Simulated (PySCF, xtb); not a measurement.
C2H8BeN2, SMILES C[N](C)[Be][NH2].

GFN2-xTB (xtb 6.7.1) at its own geometry gives an orbital gap of 5.81 eV and a dipole moment of 0.66 D.

Coordinates come from a PBE0-D3(BJ)/def2-SVP optimisation. Other conformers were not sampled.

Q: What does CAM-B3LYP/def2-TZVP in PySCF give? (An estimate is asked for; the answer gives what the named calculation found.)

A: gap 7.95 eV (levels -7.40 and 0.55 eV), dipole 0.47 D.
